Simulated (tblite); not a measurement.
Species: C₇H₅F₂ (doublet state).
Atom-mapped SMILES: `[CH3:1][c:2]1[cH:3][c:4][c:5]([F:6])[c:7]([F:8])[cH:9]1` (hydrogens: H10, H11, H12 on C1; H13 on C3; H14 on C9)
Bond orders are those of one Lewis drawing.

Computed with GFN2-xTB (tblite), gas phase: L-BFGS steps from a force-field or distance-geometry start until the largest atomic force falls under 0.01 eV/Å.

Step 3: E = -731.7063 eV
```
atom  x, y, z in Å  |  force x, y, z in eV/Å
C1     -2.0910    0.1810   -0.0687    0.224   0.040  -0.053
C2     -0.6163   -0.0483   -0.0455   -0.022   0.143   0.080
C3     -0.1397   -1.3589   -0.1367    0.038   0.104   0.010
C4      1.1998   -1.5631   -0.0943   -0.044   0.072   0.007
C5      2.1125   -0.5564    0.0414    0.111  -0.104  -0.039
F6      3.4303   -0.7928    0.0825    0.099   0.065   0.022
C7      1.6301    0.7523    0.1311    0.032   0.147  -0.004
F8      2.4937    1.7739    0.2650    0.045  -0.028  -0.002
C9      0.2732    1.0099    0.0863   -0.125  -0.115  -0.012
H10    -2.6004   -0.5395    0.5529   -0.147  -0.205   0.120
H11    -2.2788    1.1685    0.3176   -0.311   0.319  -0.036
H12    -2.4644    0.0857   -1.0846   -0.100   0.091  -0.042
H13    -0.8634   -2.1460   -0.2287    0.034  -0.262  -0.034
H14    -0.0862    2.0334    0.1596    0.166  -0.268  -0.015
```

Step 4: E = -731.7183 eV
```
atom  x, y, z in Å  |  force x, y, z in eV/Å
C1     -2.0914    0.1843   -0.0659    0.050   0.069   0.029
C2     -0.6223   -0.0469   -0.0412    0.060   0.023   0.023
C3     -0.1448   -1.3550   -0.1380    0.183  -0.015   0.040
C4      1.1970   -1.5541   -0.0924   -0.116  -0.082  -0.037
C5      2.1154   -0.5553    0.0387    0.140  -0.056   0.002
F6      3.4332   -0.7878    0.0838    0.112   0.010   0.011
C7      1.6341    0.7516    0.1317   -0.073   0.119  -0.037
F8      2.4969    1.7727    0.2649    0.016   0.001  -0.002
C9      0.2743    0.9999    0.0841    0.045   0.075   0.048
H10    -2.6005   -0.5433    0.5508   -0.137  -0.127   0.116
H11    -2.2916    1.1752    0.3102   -0.255   0.247   0.016
H12    -2.4656    0.0911   -1.0782   -0.120   0.048  -0.173
H13    -0.8568   -2.1531   -0.2296    0.006  -0.225  -0.033
H14    -0.0787    2.0201    0.1589    0.089  -0.087  -0.004
```

Step 5: E = -731.7247 eV
```
atom  x, y, z in Å  |  force x, y, z in eV/Å
C1     -2.0922    0.1878   -0.0630   -0.106   0.061   0.016
C2     -0.6251   -0.0465   -0.0384    0.092   0.024   0.005
C3     -0.1459   -1.3533   -0.1382    0.066  -0.119   0.041
C4      1.1940   -1.5503   -0.0919    0.095  -0.072  -0.039
C5      2.1192   -0.5544    0.0371    0.034  -0.091   0.011
F6      3.4370   -0.7846    0.0848    0.086  -0.016   0.003
C7      1.6350    0.7517    0.1313    0.062   0.043  -0.042
F8      2.4993    1.7724    0.2649   -0.018   0.004  -0.006
C9      0.2771    0.9953    0.0836   -0.018   0.063   0.056
H10    -2.6023   -0.5472    0.5510   -0.088  -0.011   0.063
H11    -2.3036    1.1829    0.3058   -0.185   0.119   0.028
H12    -2.4682    0.0953   -1.0771   -0.082   0.029  -0.124
H13    -0.8520   -2.1607   -0.2306    0.043  -0.124  -0.022
H14    -0.0728    2.0111    0.1584    0.021   0.089   0.009
```

Problem. Estimate the geometry and energy of step 6. (The exact step hangs on the optimiser's Hessian estimate; all steps are aligned on step 5, rigid shifts and turns removed.)

Solution. E = -731.7285 eV, largest force 0.158 eV/Å
```
atom  x, y, z in Å  |  force x, y, z in eV/Å
C1     -2.0945    0.1906   -0.0615   -0.143   0.046   0.004
C2     -0.6250   -0.0458   -0.0367   -0.006  -0.058  -0.007
C3     -0.1459   -1.3544   -0.1375    0.048  -0.096   0.038
C4      1.1948   -1.5496   -0.0923    0.091  -0.082  -0.038
C5      2.1217   -0.5555    0.0365    0.027  -0.018   0.019
F6      3.4406   -0.7832    0.0854    0.046  -0.026  -0.003
C7      1.6369    0.7523    0.1303    0.048  -0.054  -0.040
F8      2.5003    1.7723    0.2647   -0.008   0.023  -0.007
C9      0.2780    0.9936    0.0844    0.050   0.065   0.052
H10    -2.6050   -0.5494    0.5523   -0.040   0.082   0.003
H11    -2.3136    1.1892    0.3039   -0.124  -0.004   0.013
H12    -2.4711    0.0981   -1.0785   -0.042   0.022  -0.040
H13    -0.8486   -2.1670   -0.2316    0.065  -0.057  -0.013
H14    -0.0694    2.0082    0.1584   -0.012   0.157   0.017
```

The energy changes by -0.0038 eV. The first-order estimate −F·Δx gives -0.0054 eV and the mean of the old and new forces, exact on a quadratic surface, -0.0038 eV. The step makes an angle of 47° with the force vector and moves no atom by more than 0.012 Å.

What follows is the cost of the whole relaxation. Hardware: an Arm Neoverse V2 with one thread, on a shared host. Cost: 0.11 s of wall time.
